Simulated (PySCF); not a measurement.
C4H4N2, SMILES c1ncncc1.

Geometry optimised at PBE0-D3(BJ)/def2-SVP.

Computed with PySCF with r2SCAN/def2-TZVP.

Gas-phase values at a fixed geometry.

total energy: -264.27000 hartree
point group: C2v
highest occupied level: -6.18 eV
lowest empty level: -2.10 eV
orbital gap: 4.07 eV
dipole moment: 2.28 D
quadrupole, principal values (traceless, Buckingham form, about the centre of nuclear charge): -3.72, -1.98, 5.71 D·Å
mean static polarisability: 54.8 bohr³ (8.13 Å³)
polarisability, principal values: 32.6, 63.8, 68.1 bohr³
